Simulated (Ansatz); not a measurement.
A search over several starts for the lowest SCF solution of AlSiOF2H3⁺, that is (F)2Al-O-SiH3 with one electron fewer at the given spin, in a small basis.

```yaml
crystal:
  periodic: [false, false, false]
  atoms:
    - {symbol: Al, position_ang: [1.541695, 0.986403, -0.234738]}
    - {symbol: F, position_ang: [1.893090, 2.264024, 0.745759]}
    - {symbol: F, position_ang: [2.614207, 0.620597, -1.431843]}
    - {symbol: O, position_ang: [0.148310, 0.093328, -0.022211]}
    - {symbol: Si, position_ang: [-1.232831, -0.788409, 0.187301]}
    - {symbol: H, position_ang: [-2.304259, 0.076016, 0.764633]}
    - {symbol: H, position_ang: [-0.964861, -1.925269, 1.117123]}
    - {symbol: H, position_ang: [-1.695352, -1.326690, -1.126023]}
basis:
  gaussian: {orbitals: def2-SVP}
total_charge: 1
magnetization: {spin_polarized: true, initial_magnetization: 1}
hamiltonian: {xc: pbe0, dispersion: d4}
output: {orbitals: {seedname: orbitals}}
```

```sh
$ ansatz run in.yaml --threads 4 --pin off --events-out ev --progress --plain --max-ram 3916MiB
```

Output, abridged:

```
Functional definition: PBE0
857 factors; integrals over basis functions are off by at most 1.1e-3 eV
mean field evaluation 1: about -21956.6190 eV, gradient 7.2e1 eV
mean field evaluation 2: about -21897.4569 eV, gradient 1.4e2 eV
mean field evaluation 4: about -21969.2341 eV, gradient 2.7e1 eV
mean field evaluation 8: about -21974.5636 eV, gradient 1.4e0 eV
mean field evaluation 16: about -21974.6437 eV, gradient 6.7e-1 eV
mean field evaluation 32: about -21974.7546 eV, gradient 1.7e-5 eV
mean field -21974.75456976 eV, -807.5573354150 hartree, gradient 6.0e-6 eV, S^2 0.760645; 2 other end points of the search recorded, 0 dependent functions left out
reference -21974.75460249 eV, -807.5573366178 hartree; 28, 27 occupied and 65, 66 virtual orbitals, 857 factors
Total energy: -21974.86841160 eV, -807.5615190255 hartree
```

Run time 7 s (4 threads of Arm Neoverse N1 on a shared host).
